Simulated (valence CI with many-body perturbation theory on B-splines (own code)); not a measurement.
The numbers below are computed, except where a source is named.
# Hg⁴⁰⁺: magnetic and hyperfine properties of the levels

Level of theory: configuration interaction combined with many-body perturbation theory (CI+MBPT): four valence electrons over a frozen Dirac-Fock core [Kr], a basis of 9 s, 9 p, 10 d, 8 f, 5 g, 3 h, 1 i functions for each j, with the one-electron correlation potential Σ1, the two-electron term Σ2, the three-electron term Σ3, Breit, model QED; selected CI, second order for the rest (own B-spline code, finite nucleus).

The last digits are not significant, and no measured levels were compared; by estimate large intervals hold to a few tenths of a per cent, small ones and those within an open d or f shell to about a per cent. Only levels of the ground parity were solved; by the run's estimate the other parity begins above the list, which can be wrong where configurations are misplaced.

A/g_I is the dipole constant over the nuclear g factor μ/I (μ in nuclear magnetons, uniformly magnetised nucleus), B/Q the quadrupole constant per barn. Both hold the static response of the core; the bare values leave it out. Large factors of s and p1/2 electrons are usually good to 5 to 10 %; those of open d and f shells near neutrality can be off by tens of per cent, and small factors of p3/2, d and f electrons come from cancelling terms and can be off by a factor of two or in sign, in half-filled shells by more. B is blank for J = 1/2, where it vanishes, and for nearly pure S terms. Energies count from the lowest level. Levels with J = 0 are left out.

Levels are named by their leading jj configuration (3d3/2^4 stands for four electrons in 3d with j = 3/2), which in mixed levels can hold well under half, so a name can repeat and another be missing. Letters in brackets count levels of one name in rising energy.

| Level | E (eV) | g | A/g_I (MHz) | A/g_I bare | B/Q (MHz/b) | B/Q bare |
| --- | --- | --- | --- | --- | --- | --- |
| (4d3/2^3 4d5/2) J=1 | 23.64 | 1.496 | -3480 | -2170 | 6870 | 6600 |
| (4d3/2^3 4d5/2) J=4 | 29.18 | 1.068 | 21800 | 21700 | 1520 | 1280 |
| (4d3/2^3 4d5/2) J=2 | 29.96 | 1.214 | 14100 | 14500 | 20600 | 19900 |
| (4d3/2^3 4d5/2) J=3 | 31.41 | 1.126 | 19400 | 19400 | 16300 | 15700 |
| (4d3/2^2 4d5/2^2) J=2 [a] | 51.50 | 1.273 | 5530 | 6110 | 13000 | 12600 |
| (4d3/2^2 4d5/2^2) J=4 [a] | 52.67 | 1.148 | 17200 | 17400 | -9150 | -8950 |
| (4d3/2^2 4d5/2^2) J=3 [a] | 53.20 | 1.176 | 13900 | 14100 | 3070 | 2950 |
| (4d3/2^2 4d5/2^2) J=5 | 55.27 | 1.084 | 19700 | 19700 | 18500 | 17800 |
| (4d3/2^2 4d5/2^2) J=6 | 56.84 | 1.074 | 21000 | 21000 | 23200 | 22400 |
| (4d3/2^2 4d5/2^2) J=1 | 56.91 | 1.080 | 23200 | 23200 | 3040 | 2900 |
| (4d3/2^2 4d5/2^2) J=3 [b] | 58.50 | 1.072 | 22500 | 22400 | 4920 | 4750 |
| (4d3/2^2 4d5/2^2) J=4 [b] | 58.89 | 1.033 | 22700 | 22500 | -5730 | -5460 |
| (4d3/2^2 4d5/2^2) J=2 [b] | 59.42 | 1.080 | 20500 | 20500 | 9530 | 9190 |
| (4d3/2^2 4d5/2^2) J=2 [c] | 64.78 | 0.983 | 27600 | 27200 | -3510 | -3430 |
| (4d3/2^2 4d5/2^2) J=4 [c] | 66.74 | 1.188 | 15100 | 15300 | 35700 | 34500 |
| (4d3/2^2 4d5/2^2) J=2 [d] | 71.82 | 1.125 | 19800 | 19900 | -11400 | -10900 |
| (4d3/2 4d5/2^3) J=4 [a] | 80.44 | 1.165 | 14200 | 14400 | -20200 | -19600 |
| (4d3/2 4d5/2^3) J=3 [a] | 80.86 | 1.199 | 10700 | 11000 | 2680 | 2650 |
| (4d3/2 4d5/2^3) J=1 [a] | 82.98 | 0.995 | 19600 | 19300 | 8900 | 8540 |
| (4d3/2 4d5/2^3) J=5 | 83.70 | 1.140 | 17000 | 17100 | -13200 | -12800 |
| (4d3/2 4d5/2^3) J=6 | 84.22 | 1.083 | 19500 | 19400 | 26800 | 26000 |
| (4d3/2 4d5/2^3) J=2 [a] | 86.98 | 1.064 | 22000 | 21900 | 17400 | 16700 |
| (4d3/2 4d5/2^3) J=3 [b] | 87.88 | 1.089 | 19400 | 19400 | 5010 | 4950 |
| (4d3/2 4d5/2^3) J=1 [b] | 93.82 | 1.411 | 3410 | 4430 | -14500 | -14000 |
| (4d3/2 4d5/2^3) J=3 [c] | 93.93 | 1.059 | 21300 | 21200 | 28900 | 27800 |
| (4d3/2 4d5/2^3) J=4 [b] | 94.56 | 1.050 | 21600 | 21400 | 26600 | 25800 |
| (4d3/2 4d5/2^3) J=2 [b] | 95.92 | 1.118 | 18600 | 18600 | -37000 | -35700 |
| (4d5/2^4) J=4 | 112.24 | 1.165 | 14000 | 14200 | -24700 | -23700 |
| (4d5/2^4) J=2 | 116.41 | 1.106 | 14900 | 14900 | 17300 | 16600 |

Take the isotope of mass number 201, with I = 3/2, μ = -0.558 μN and Q = 0.387 b. What is the hyperfine structure of (4d3/2^2 4d5/2^2) J=4 [a]?

From the table A = -6410 MHz, B = -3540 MHz. Shifts from the centre of gravity in MHz: F = 5/2: 46300, F = 7/2: 26300, F = 9/2: -1660, F = 11/2: -39300.
